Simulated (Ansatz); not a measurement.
CH₃F₂InSe (`C[Se][In]([F])[F]`), relaxed with RKS PBE0-D4/def2-TZVP in Ansatz from a GFN2-xTB geometry. The force threshold is 0.005 eV/Å; the program also tests the step.

The species carries charge 0 and has multiplicity 1. In: def2 effective core potential.

Start:

```xyz
8

C    -1.209   -0.840   -0.252
Se   -0.567    0.651   -1.355
In    1.442    1.122    0.111
F     1.383   -0.032    1.759
F     2.960    2.416   -0.080
H    -1.251   -0.533    0.790
H    -2.207   -1.086   -0.605
H    -0.551   -1.697   -0.368
```

| step | energy (eV) | largest force (eV/Å) | largest move (Å) |
| --- | --- | --- | --- |
| 1 | -77034.5192 | 0.946 | 0.000 |
| 2 | -77034.6365 | 0.837 | 0.122 |
| 3 | -77034.6688 | 0.101 | 0.105 |
| 4 | -77034.6711 | 0.078 | 0.053 |
| 5 | -77034.6727 | 0.055 | 0.059 |
| 6 | -77034.6733 | 0.014 | 0.044 |
| 7 | -77034.6734 | 0.010 | 0.018 |
| 8 | -77034.6736 | 0.019 | 0.038 |
| 9 | -77034.6737 | 0.032 | 0.028 |
| 10 | -77034.6738 | 0.034 | 0.015 |
| 11 | -77034.6738 | 0.050 | 0.037 |
| 12 (rejected) | -77034.6738 | 0.062 | 0.031 |
| 13 | -77034.6739 | 0.028 | 0.015 |
| 14 | -77034.6739 | 0.014 | 0.008 |
| 15 | -77034.6740 | 0.001 | 0.007 |
| 16 | -77034.6740 | 0.003 | 0.010 |
| 17 | -77034.6740 | 0.008 | 0.016 |
| 18 | -77034.6741 | 0.005 | 0.004 |
| 19 | -77034.6741 | 0.004 | 0.008 |

End:

```xyz
8

C    -1.263   -0.835   -0.252
Se   -0.513    0.660   -1.284
In    1.443    1.080    0.140
F     1.749    0.002    1.727
F     2.837    2.402   -0.067
H    -1.522   -0.517    0.753
H    -2.164   -1.123   -0.792
H    -0.568   -1.670   -0.225
```

It took 72 s on 4 threads of an Arm Neoverse V2 on a shared host, with 0.67 GiB of host memory at the peak.
